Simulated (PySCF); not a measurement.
How methods differ on the excitation energy of Cd²⁺

Cd²⁺ [Kr] 4d10 (1S) → Cd²⁺ [Kr] 4d9 5s1 (3D), as a difference of total energies. Computed with PySCF 2.14 in def2-QZVPPD with the def2 core potential (28 electrons), with scalar relativity through the core potential. Correlated levels: valence: 4s2 4p6 frozen. The calculations carry no spin-orbit coupling.

```json
{"method": "UHF", "excitation energy (cm⁻¹)": "78719"}
{"method": "MP2 (valence)", "excitation energy (cm⁻¹)": "85358"}
{"method": "SCS-MP2 (valence)", "excitation energy (cm⁻¹)": "85533"}
{"method": "CCSD (valence)", "excitation energy (cm⁻¹)": "83771"}
{"method": "CCSD(T) (valence)", "excitation energy (cm⁻¹)": "84005"}
```
